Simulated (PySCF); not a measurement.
**Ga⁺ (gallium, charge +1) across methods**

[Ar] 3d9 4s2 4p1, one real determinant (an excited configuration). All numbers are calculated (PySCF 2.14, a scalar-relativistic core potential, in aug-cc-pVDZ-PP with ECP10MDF).

| method | E (hartree) | mean ε 4s α (eV) | mean ε 4s β (eV) | mean ε 4p α (eV) | Σ⟨r²⟩ (bohr²) | ⟨S²⟩ |
| --- | --- | --- | --- | --- | --- | --- |
| PBE0 | -258.3475 | -21.252 | -19.875 | -12.955 | 28.54 | 2.003 |
| BLYP | -258.3672 | -19.831 | -18.962 | -11.601 | 28.58 | 2.002 |
| B97-3 | -258.4099 | -21.131 | -19.790 | -12.806 | 28.48 | 2.003 |
| UHF | -257.31046 | -24.371 | -21.747 | -15.689 | 28.98 | 2.010 |
| r2SCAN | -258.2813 | -20.324 | -19.174 | -12.217 | 28.36 | 2.005 |
| PBE | -258.3821 | -19.936 | -18.891 | -11.839 | 28.55 | 2.002 |
| LDA | -257.9400 | -20.214 | -19.259 | -11.795 | 28.43 | 2.001 |
| BHandHLYP | -258.2551 | -22.447 | -20.915 | -13.824 | 28.63 | 2.004 |

(1) Estimate the same row for wB97X-V.

⟨L²⟩ = 8.01 against 12 for a pure F term, so this real determinant mixes terms. Energies and moments cover only the electrons outside the core potential.

Results:

(1) E (hartree) = -258.3444; mean ε 4s α (eV) = -23.742; mean ε 4s β (eV) = -22.371; mean ε 4p α (eV) = -15.079; Σ⟨r²⟩ (bohr²) = 28.59; ⟨S²⟩ = 2.003.
